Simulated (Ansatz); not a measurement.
`C[NH][GaH][SH]` + HCl → `[SH][GaH][Cl]` + CH₃NH₂ at 500 K and 1 bar (ligand exchange at a Ga–N bond).

Gas-phase electronic energies from Ansatz, PBE0-D4/def2-TZVP geometries. CBS: MP2 limit from def2 TZ/QZ plus the TZ coupled-cluster correction, frozen cores. This one scheme is used for every species. For Ga outer-core shells are correlated without core-valence functions, which leaves a few kJ/mol of doubt a bond. Scalar relativity is left out up to krypton. Each species was taken in one conformer, which may not be the lowest.

```tsv
species	CCSD(T)/CBS energy (Eh)	H − E (kJ/mol)	S (J/(mol·K))
`C[NH][GaH][SH]`	-2418.12579	230.8	414.4
HCl	-460.38127	32.5	201.9
`[SH][GaH][Cl]`	-2782.78263	78.4	355.6
CH₃NH₂	-95.75281	191.8	270.3
```

H − E and S are ideal-gas, rigid-rotor, harmonic terms from PBE0-D4/def2-TZVP, for one conformer and one mirror image of each species. 1 Eh = 2625.50 kJ/mol, R = 8.31446 J/(mol·K).

Question: By hand: ΔE, ΔH, ΔS and ΔG.

Answer: ΔE = (-2782.78263) + (-95.75281) − (-2418.12579) − (-460.38127) = -0.02838 Eh = -74.5 kJ/mol. Δ(H − E) = 78.4 + 191.8 − 230.8 − 32.5 = 6.9, so ΔH = -67.6 kJ/mol. ΔS = 355.6 + 270.3 − 414.4 − 201.9 = 9.6 J/(mol·K). ΔG = -67.6 − 500 × (9.6)/1000 = -72.4 kJ/mol.

Question: By hand: the equilibrium constant, and the temperature at which ΔG would vanish if ΔH and ΔS stayed fixed.

Answer: log₁₀ K = −ΔG/(RT ln 10) = 7.6. ΔH and −TΔS have one sign here, so there is no such temperature.

The number of gas molecules stays the same, so ΔS is small and ΔH decides. A doubt of 5 kJ/mol in ΔE shifts log₁₀ K by 0.5 here. Other conformers and mirror images would add mixing entropy, several J/(mol·K) or more a flexible species. These are equilibria of isolated gas molecules and say nothing of rates. Largest T1 diagnostic: 0.013 (customary marks: 0.02 for closed shells, 0.045 for open ones).

ΔS is within the doubt of such terms, so its sign, and with it that verdict, could turn.
